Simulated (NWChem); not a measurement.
Species: AlF$_{2}$, doublet; SMILES [F][Al][F]

```xyz
3

Al     0.0000     0.0000     0.5077
F     -1.4346     0.0000    -0.3311
F      1.4346     0.0000    -0.3311
```
Atoms are numbered in this order, from 1.

Results from NWChem. Geometry optimised at PBE0/def2-SVP; all other runs use it. Pople sets run with spherical d functions. Spin-unrestricted. In the optimisation the excess spin sits in a1 (C2v, its own frame). This spin state was assumed; another may lie lower. Vzz has the sign of the potential's second derivative. Excited states of an open shell can be spin-contaminated.

| quantity | level | value |
|---|---|---|
| A(iso) 19F atom 3 (MHz) | PBE/6-31G* | [?] |
| Vzz Al1 (a.u.) | CAM-B3LYP/def2-TZVP | 0.920 |
| vertical, lowest excitation (eV) | B3LYP/def2-SVP, TDA | 4.26 |
| dipole (D) | KT2/def2-TZVP | 1.88 |
| highest harmonic frequency (cm⁻¹) | PBE0/def2-SVP | [?] |

Q: What belongs in the gaps?

A: 
- A(iso) 19F atom 3 (MHz), value: 335
- highest harmonic frequency (cm⁻¹), value: 935
